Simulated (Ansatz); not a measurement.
Basis sets compared for [Dy(H2O)6]3+ (DyO6H12³⁺). Total charge 3; sextet. Geometry PBE-D4/def2-SVP. Ansatz on 4 threads of Intel Xeon on a shared host; times are rough, and most runs start from earlier orbitals.

```xyz
19

Dy   -0.002    0.000   -0.002
O    -0.457    1.291   -1.882
H    -0.606    2.265   -1.932
H    -0.548    0.987   -2.816
O     0.459   -1.287    1.880
H     0.548   -0.981    2.814
H     0.612   -2.261    1.932
O    -2.272   -0.362    0.352
H    -3.028   -0.032   -0.189
H    -2.702   -0.877    1.075
O     2.270    0.357   -0.348
H     2.705    0.869   -1.071
H     3.023    0.028    0.198
O    -0.070    1.931    1.294
H     0.671    2.542    1.518
H    -0.852    2.327    1.747
O     0.069   -1.930   -1.297
H     0.852   -2.326   -1.750
H    -0.672   -2.542   -1.523
```

In the def2 sets Dy takes a core potential; there is no spin–orbit coupling. With an open 4f shell the SCF may have ended on a state above the lowest.

```
           level  functions  energy (Eh)  HOMO (eV)  LUMO (eV)  wall time
 PBE-D4/def2-SVP        221   -1341.4404     -19.73     -18.80       30 s
PBE0-D4/def2-SVP        221   -1341.2854     -22.65     -15.09       80 s
```

Question: Estimate the rows for PBE-D4/def2-TZVP (with forces), PBE0-D4/def2-TZVP (with forces).

Answer: 
| level | functions | energy (Eh) | HOMO (eV) | LUMO (eV) | wall time |
| --- | --- | --- | --- | --- | --- |
| PBE-D4/def2-TZVP (with forces) | 350 | -1342.0137 | -19.93 | -18.99 | 48 s |
| PBE0-D4/def2-TZVP (with forces) | 350 | -1341.8481 | -22.76 | -15.19 | 3.8 min |
